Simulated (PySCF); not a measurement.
Species: `CCCN1C[C@H](C)C=N1`. The columns A, B, C and D hold Mulliken, IAO, Hirshfeld and ESP-fitted charges (e) of one PBE0/pcSseg-1 density (PySCF), in a shuffled order. Coordinates in Å (GFN2-xTB); the density's dipole moment is (0.72, 0.85, -1.72) D.

```csv
atom,x,y,z,A,B,C,D
C1,-2.618,0.940,0.645,-0.419,-0.124,-0.275,-0.339
C2,-2.373,0.192,-0.659,-0.265,-0.074,-0.293,+0.338
C3,-1.475,-1.039,-0.459,-0.151,-0.024,+0.046,-0.389
N4,-0.136,-0.755,-0.031,-0.109,-0.024,-0.509,+0.150
C5,0.825,-0.046,-0.878,-0.180,-0.025,+0.120,-0.232
C6,1.899,0.422,0.122,-0.136,-0.027,-0.420,+0.299
C7,3.225,-0.324,-0.027,-0.417,-0.119,-0.209,-0.469
C8,1.211,0.072,1.425,-0.100,-0.021,+0.100,-0.041
N9,0.111,-0.549,1.270,-0.169,-0.104,-0.178,-0.413
H10,-3.237,1.818,0.471,+0.137,+0.038,+0.111,+0.061
H11,-3.122,0.296,1.361,+0.139,+0.039,+0.109,+0.089
H12,-1.678,1.262,1.087,+0.145,+0.027,+0.128,+0.102
H13,-1.917,0.862,-1.391,+0.124,+0.031,+0.112,-0.055
H14,-3.325,-0.148,-1.073,+0.133,+0.039,+0.115,-0.040
H15,-1.914,-1.683,0.306,+0.153,+0.044,+0.121,+0.154
H16,-1.412,-1.600,-1.398,+0.135,+0.040,+0.110,+0.106
H17,0.348,0.798,-1.391,+0.124,+0.035,+0.120,+0.113
H18,1.224,-0.731,-1.632,+0.138,+0.040,+0.117,+0.094
H19,2.086,1.498,0.049,+0.140,+0.040,+0.131,-0.009
H20,3.066,-1.396,0.065,+0.143,+0.040,+0.119,+0.139
H21,3.920,-0.010,0.748,+0.142,+0.042,+0.116,+0.113
H22,3.671,-0.117,-0.997,+0.138,+0.040,+0.116,+0.109
H23,1.615,0.265,2.399,+0.155,+0.050,+0.093,+0.118
```

Which column most likely holds the ESP-fitted charges?

D. Σ q r misses the density's dipole by 0.03 D (D), 0.43 D (C), 0.72 D (A), 1.20 D (B). Charges fitted to the outside potential are the only set here that is tied to the molecule's multipoles.

And the Hirshfeld charges?

B. The mean sizes are 0.047 e (B), 0.164 e (C), 0.169 e (A), 0.173 e (D), and Hirshfeld charges are commonly the smallest of these schemes.

As computed, A = IAO, B = Hirshfeld, C = Mulliken, D = ESP-fitted. Hydrogens on carbon: IAO +0.12 to +0.15, Hirshfeld +0.03 to +0.05, Mulliken +0.09 to +0.13, ESP-fitted -0.05 to +0.15 e.

The ESP scheme is a least-squares fit of atom-centred charges to the potential on four shells outside the van der Waals surface, with the total charge fixed. The Mulliken scheme gives each basis function's population to the atom it is centred on and halves the overlap population of two atoms between them.

One conformer (not necessarily the lowest) at the GFN2-xTB geometry, without solvent, vibrations or thermal averaging.
